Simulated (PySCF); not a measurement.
A species of formula C10H10 has this rotational fingerprint, computed with PBE0/pcSseg-1 in PySCF (dipole) on a GFN2-xTB geometry, gas phase:

```
Rotational constants : A = 2962, B = 1259, C = 1071 MHz
Dipole components    : |μa| = 0.58 D, |μb| = 0.24 D, |μc| = 0.00 D
Inertial defect      : -100.33 u·Å²
κ                    : -0.80
```

Question: Which candidate fits, each taken in the one conformer that was computed?
A. `[CH2:1]=[CH:2][C:3]1=[CH:4][CH:5]=[CH:6][CH:7]=[CH:8][C:9]1=[CH2:10]` with C1–C2–C3–C4 167°
B. `[CH:1]1=[CH:2][c:3]2[cH:4][cH:5][cH:6][cH:7][c:8]2[CH2:9][CH2:10]1` with C1–C2–C3–C4 -163°, C7–C8–C9–C10 147°, C8–C9–C10–C1 48°, C2–C1–C10–C9 -32° (1,2-dihydronaphthalene)
C. `[CH:1]#[C:2][c:3]1[cH:4][cH:5][c:6]([CH2:7][CH3:8])[cH:9][cH:10]1` with C5–C6–C7–C8 -89°
D. `[CH:1]#[C:2][c:3]1[cH:4][cH:5][cH:6][c:7]([CH2:8][CH3:9])[cH:10]1` with C6–C7–C8–C9 89°
E. `[CH2:1]=[CH:2][C:3]1=[CH:4][C@@H:5]2[C@@H:6]3[CH:7]=[CH:8][C@H:9]1[C@H:10]23` with C1–C2–C3–C4 175°, C3–C4–C5–C6 56°, C4–C5–C6–C7 0°, C5–C6–C7–C8 -57°, C7–C8–C9–C10 -15°

Answer: E. It is C=CC1=C[C@@H]2[C@@H]3C=C[C@H]1[C@H]23, an asymmetric top, point group C1. The candidates at the same level (rigid rotor, commonest isotopes):

```json
{"SMILES": "C#Cc1cccc(CC)c1", "A (MHz)": "2450", "B (MHz)": "889.6", "C (MHz)": "690.1", "μa (D)": "1.03", "μb (D)": "0.12", "μc (D)": "0.02", "Δ (u·Å²)": "-42.06", "point group": "C1", "rotor": "asymmetric top"}
{"SMILES": "C1=Cc2ccccc2CC1", "A (MHz)": "2951", "B (MHz)": "1196", "C (MHz)": "875.8", "μa (D)": "0.52", "μb (D)": "0.35", "μc (D)": "0.08", "Δ (u·Å²)": "-16.57", "point group": "C1", "rotor": "asymmetric top"}
{"SMILES": "C#Cc1ccc(CC)cc1", "A (MHz)": "4421", "B (MHz)": "698.5", "C (MHz)": "639.4", "μa (D)": "1.27", "μb (D)": "0.00", "μc (D)": "0.02", "Δ (u·Å²)": "-47.43", "point group": "Cs", "rotor": "near-prolate asymmetric top"}
{"SMILES": "C=CC1=C[C@@H]2[C@@H]3C=C[C@H]1[C@H]23", "A (MHz)": "2962", "B (MHz)": "1259", "C (MHz)": "1071", "μa (D)": "0.58", "μb (D)": "0.24", "μc (D)": "0.00", "Δ (u·Å²)": "-100.33", "point group": "C1", "rotor": "asymmetric top"}
{"SMILES": "C=CC1=CC=CC=CC1=C", "A (MHz)": "2357", "B (MHz)": "1160", "C (MHz)": "886.8", "μa (D)": "0.14", "μb (D)": "0.09", "μc (D)": "0.25", "Δ (u·Å²)": "-80.31", "point group": "C1", "rotor": "asymmetric top"}
```

`C#Cc1ccc(CC)cc1` has A 49 % too high; `C=CC1=CC=CC=CC1=C` has A 20 % too low; `C1=Cc2ccccc2CC1` has C 18 % too low; `C#Cc1cccc(CC)c1` has C 36 % too low. No structure here is proved a minimum.
